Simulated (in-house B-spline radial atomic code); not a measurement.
How numerical settings move a run on K, [Ar] 4s1. Computed with an all-electron radial atomic-structure program (B-spline basis): Dirac-Kohn-Sham PBE, spherical fractional occupations, Fermi nucleus of rms radius 3.4349 fm.

Command:
```bash
python run_scf.py task.json out
```
Settings of the sound reference run:
```
Z                19
electrons        19
configuration    [Ar] 4s1
hamiltonian      dirac
method           pbe,pbe
spin_polarised   False
nucleus          fermi
rms_radius       3.4349
mass_number      39
atomic_mass      38.96371
speed_of_light   137.036
knot_spacing     0.22
spline_order     8
gauss_points     12
box_radius       50
max_iterations   70
damping          0.5
damped_steps     3
diis_vectors     10
tolerance        1e-08
start            Thomas-Fermi
```

Cost of the run: 0.79 s on 1 thread of AMD EPYC 9R45 (shared host).

It converges in 10 iterations to -602.089081 hartree, with 4s1/2 at -2.31896 eV. The other runs change the listed settings, some to values that make no sense; their results aren't properties of the atom or ion. Radii are in bohr (the nuclear one in fm), a minus after a letter asks for a j subshell, and «unchanged» means within 1e-8 hartree. The run stops when the residual is below 10 × tolerance × max(1, Z/10), or a noise floor if that is larger, and the energy moves by less than 1e-8 × √|E| hartree; so very loose and very tight tolerances often act alike.

| changed settings | outcome |
| --- | --- |
| diis_vectors = 1 | converged in 46 iterations, energy unchanged, 4s1/2 level +1.9e-06 eV |
| max_iterations = 5 | not converged after 5 iterations, last residual 2.7e-03, last energy +4.12e-04 hartree from the reference |
| knot_spacing = 0.75, max_iterations = 50, diis_vectors = 4 | converged in 10 iterations, energy +2.12e-01 hartree from the reference, 4s1/2 level -3.5e-03 eV |
| max_iterations = 8 | not converged after 8 iterations, last residual 1.1e-05, last energy +4.08e-09 hartree from the reference |
| diis_vectors = 0 | converged in 22 iterations, energy unchanged, 4s1/2 level +3.7e-07 eV |
| diis_vectors = 20 | converged in 10 iterations, energy unchanged |
| box_radius = 7.5 | converged in 10 iterations, energy +3.00e-02 hartree from the reference, 4s1/2 level +1.3e+00 eV (the program warns: 4s1/2 reaches the box edge; 3p1/2 reaches the box edge) |
| box_radius = 25 | converged in 10 iterations, energy +3.57e-08 hartree from the reference, 4s1/2 level +9.8e-06 eV (the program warns: 4s1/2 reaches the box edge) |
| electrons = 27, configuration = [Ar] 4s1 6s2 6p6, max_iterations = 75 | not converged after 75 iterations, last residual 1.4e-02 |
| box_radius = 10 | converged in 10 iterations, energy +5.14e-03 hartree from the reference, 4s1/2 level +3.1e-01 eV (the program warns: 4s1/2 reaches the box edge) |
| knot_spacing = 0.15, spline_order = 5, first_knot = 0.0158, max_iterations = 100, damped_steps = 0 | converged in 8 iterations, energy +2.58e-02 hartree from the reference, 4s1/2 level -1.7e-04 eV |
| box_radius = 3 | converged in 8 iterations, energy +1.81e+00 hartree from the reference, 4s1/2 level +4.3e+01 eV (the program warns: 4s1/2 has a positive eigenvalue: unbound, held by the box; 3s1/2 reaches the box edge) |
| diis_vectors = 4 | converged in 10 iterations, energy unchanged, 4s1/2 level +2.9e-06 eV |
| box_radius = 5 | converged in 9 iterations, energy +1.98e-01 hartree from the reference, 4s1/2 level +6.7e+00 eV (the program warns: 4s1/2 has a positive eigenvalue: unbound, held by the box; 3s1/2 reaches the box edge) |
| spline_order = 6, gauss_points = 3, max_iterations = 60, diis_vectors = 0, start = bare nucleus | converged in 26 iterations, energy -4.68e-05 hartree from the reference, 4s1/2 level +3.4e-05 eV |
| method = r2scan | stopped with error: meta-GGAs are not served with the Dirac Hamiltonian |

Q: What happens with max_iterations = 3?

A: Not converged after 3 iterations, last residual 2.8e-02, last energy +4.06e-02 hartree from the reference.

Q: What happens with knot_spacing = 0.55, max_iterations = 75, damping = 0.8, tolerance = 1e-05?

A: Converged in 9 iterations, energy +9.88e-03 hartree from the reference, 4s1/2 level -6.9e-04 eV.

Q: What happens with box_radius = 15?

A: Converged in 10 iterations, energy +1.30e-04 hartree from the reference, 4s1/2 level +1.4e-02 eV (the program warns: 4s1/2 reaches the box edge).

Q: What happens with max_iterations = 2?

A: Not converged after 2 iterations, last residual 1.5e-01, last energy +9.51e-01 hartree from the reference.
